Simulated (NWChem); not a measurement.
Correlation energy of boron monoxide dimer (B2O2)

```xyz
4

O      0.0000     0.0000    -2.0254
B      0.0000     0.0000    -0.8262
B      0.0000     0.0000     0.8262
O      0.0000     0.0000     2.0254
```
Charge 0, spin multiplicity 1.

All runs are NWChem calculations. Structure: optimised with PBE0/def2-SVP, a minimum by its harmonic frequencies. It is one conformer; others weren't searched.

Basis set: 3-21G. Each correlation energy counts from its own Hartree-Fock reference.

```
method        correlation energy (mHa)  difference from CCSD(T)
------------  ------------------------  -----------------------
MP2                             -380.7                     +7.0
SCS-MP2                         -367.0                    +20.7
CCSD                            -371.4                    +16.3
CCSD+T(CCSD)                    -392.3                     -4.6
CCSD(T)                         -387.7                      0.0
CR-CCSD[T]                      -387.2                     +0.5
CR-CCSD(T)                      -383.9                     +3.8
```

The values span 25.3 mHa, from CCSD+T(CCSD) (lowest) to SCS-MP2 (highest). 

The correlated methods keep 4 core orbitals frozen. Differences from the coupled-cluster row are differences between methods, not errors against experiment.
